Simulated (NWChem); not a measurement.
System: C$_{3}$H$_{3}$Cl$_{2}$F; SMILES C/C(Cl)=C(\F)Cl

All runs: NWChem. Geometry: optimised at PBE0/def2-SVP. Level M06-2X/def2-SVP: energy and gradient on several grids; changes count from the extra-fine grid, which is no exact limit either.

```csv
grid,size of the energy change (μHa),largest change of a gradient component (μHa/bohr),"time, medium = 1 (rough)"
xcoarse,8000,7000,about 1
coarse,70,400,about 1
medium,40,100,about 1
fine,< 10,40,about 1
xfine,< 10,< 30,2
```
